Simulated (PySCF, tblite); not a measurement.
Isomers of C5H14OSi2, one GFN2-xTB conformer each. Single-point energies are computed at PBE0/pcSseg-1 (PySCF, gas phase, no added dispersion term), electronic only.

```
                     SMILES  GFN2-xTB relative energy (kcal/mol)
     CC(C)OC1[SiH2]C[SiH2]1                                 53.5
       CCC[Si]1(O[SiH3])CC1                                  0.0
       CCOC1C[SiH2][SiH2]C1                                 36.5
C[C@H](C[SiH3])C(=O)C[SiH3]                                 30.6
```

Conformers: `[CH3:1][CH:2]([CH3:3])[O:4][CH:5]1[SiH2:6][CH2:7][SiH2:8]1` with C1–C2–O4–C5 84°, C2–O4–C5–Si6 74°; `[CH3:1][CH2:2][CH2:3][Si:4]1([O:5][SiH3:6])[CH2:7][CH2:8]1` with C1–C2–C3–Si4 180°, C2–C3–Si4–O5 179°, C3–Si4–O5–Si6 -174°; `[CH3:1][CH2:2][O:3][CH:4]1[CH2:5][SiH2:6][SiH2:7][CH2:8]1` with C1–C2–O3–C4 -178°, C2–O3–C4–C5 -75°, O3–C4–C5–Si6 -52°, C4–C5–Si6–Si7 -30°, C5–Si6–Si7–C8 -1°, Si6–Si7–C8–C4 31°; `[CH3:1][C@H:2]([CH2:3][SiH3:4])[C:5](=[O:6])[CH2:7][SiH3:8]` with C1–C2–C3–Si4 65°, C1–C2–C5–O6 -116°, C2–C5–C7–Si8 108°.

**Question.** What does PBE0/pcSseg-1 give for the same structures?

**Answer.** 
```
                     SMILES  PBE0/pcSseg-1 E (Eh)  PBE0/pcSseg-1 (kcal/mol)  GFN2-xTB (kcal/mol)  point group
       CCC[Si]1(O[SiH3])CC1            -852.58752                       0.0                  0.0            –
       CCOC1C[SiH2][SiH2]C1            -852.54028                      29.6                 36.5           C1
C[C@H](C[SiH3])C(=O)C[SiH3]            -852.53174                      35.0                 30.6           C1
     CC(C)OC1[SiH2]C[SiH2]1            -852.51796                      43.6                 53.5           C1
```

Both levels put the same isomer lowest; measured from each level's own lowest isomer, the values differ by up to 9.9 kcal/mol (CC(C)OC1[SiH2]C[SiH2]1: 53.5 against 43.6). As drawn, the lowest has a three-membered ring and an Si–O bond, which the highest lacks; the highest has a four-membered ring, which the lowest lacks.

**Question.** Which frontier levels, dipoles and rotational constants go with these structures?

**Answer.** 
```json
{"SMILES": "CCC[Si]1(O[SiH3])CC1", "HOMO (eV, PBE0/pcSseg-1)": "-6.38", "LUMO (eV)": "0.31", "dipole (D)": "0.46", "A, B, C (MHz)": "2439, 687.6, 570.8"}
{"SMILES": "CCOC1C[SiH2][SiH2]C1", "HOMO (eV, PBE0/pcSseg-1)": "-7.47", "LUMO (eV)": "0.40", "dipole (D)": "1.86", "A, B, C (MHz)": "1952, 1019, 960.9"}
{"SMILES": "C[C@H](C[SiH3])C(=O)C[SiH3]", "HOMO (eV, PBE0/pcSseg-1)": "-7.02", "LUMO (eV)": "-0.55", "dipole (D)": "2.62", "A, B, C (MHz)": "1969, 742.5, 629.4"}
{"SMILES": "CC(C)OC1[SiH2]C[SiH2]1", "HOMO (eV, PBE0/pcSseg-1)": "-6.69", "LUMO (eV)": "-0.10", "dipole (D)": "0.92", "A, B, C (MHz)": "2460, 801.3, 717.1"}
```

**Question.** What happens when harmonic zero-point energies from GFN2-xTB frequencies are added?

**Answer.** 
```tsv
SMILES	ZPE (kcal/mol)	electronic (kcal/mol)	with ZPE (kcal/mol)
CCC[Si]1(O[SiH3])CC1	110.1	0.0	0.0
CCOC1C[SiH2][SiH2]C1	109.2	29.6	28.8
C[C@H](C[SiH3])C(=O)C[SiH3]	105.0	35.0	30.0
CC(C)OC1[SiH2]C[SiH2]1	107.7	43.6	41.3
```

The zero-point energies span 5.1 kcal/mol. The order is unchanged.
